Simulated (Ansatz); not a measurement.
System: C₂H₆ClSi, net charge 0, doublet state. It need not be the lowest isomer of its formula. SMILES: C[Si](C)Cl
Geometry: optimised at B3LYP-D3(BJ)/def2-TZVP (Ansatz, a quantum-chemistry and plane-wave program).

Property: atomisation energy (electronic, to ground-state atoms), in eV. Correlated levels leave the core frozen unless marked. UHF or UKS for open shells. Spin-orbit coupling is left out. No relativistic terms. The coupled-cluster limit lacks core correlation, which all-electron functionals hold. CBS(X,Y): correlation extrapolated as X^-3; Hartree-Fock from the larger set. The bracket is a focal-point correction in the basis named.

| level | program | atomisation energy (eV) |
|---|---|---|
| BLYP-D4/def2-TZVPD | Ansatz + dftd4 | 36.73 |
| B3LYP/def2-TZVPD | Ansatz | 36.65 |
| PBE0/def2-QZVPP | Ansatz | 37.10 |
| HSE06/def2-TZVPD | Ansatz | 37.09 |
| B2GP-PLYP-D3(BJ)/def2-TZVPD | Ansatz + dftd3 | 36.65 |
| CCSD(T)/aug-cc-pV(D+d)Z | Ansatz | 34.56 |
| RI-MP2/CBS(cc-pV(T+d)Z,cc-pV(Q+d)Z)+[CCSD(T)-MP2]/cc-pV(T+d)Z | Ansatz | 37.05 |
